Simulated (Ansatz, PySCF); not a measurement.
This singlet lies 1.13 eV below the relaxed triplet at the level frozen-core CCSD(T)/cc-pVTZ // B3LYP-D3(BJ)/def2-TZVP (Ansatz, a first-principles code).

B3LYP has the VWN-RPA correlation part, as in Gaussian. 

Cartesian coordinates (Å):
```xyz
5

O     -1.7300    -0.5957     0.2610
C     -0.7055    -0.0569    -0.0840
Ge     1.0763    -0.5028     0.9225
F      2.0678     0.4917    -0.1606
H     -0.7086     0.6637    -0.9389
```
Charge 0, multiplicity 1.

Task: Predict the HOMO, HOMO–LUMO gap, total energy, dipole moment and LUMO from PySCF with B3LYP-D3(BJ)/def2-TZVP.

Result: 
```json
{
  "HOMO": "-6.29 eV",
  "HOMO–LUMO gap": "2.58 eV",
  "total_energy": "-62338.97 eV",
  "dipole_moment": "1.11 D",
  "LUMO": "-3.72 eV"
}
```
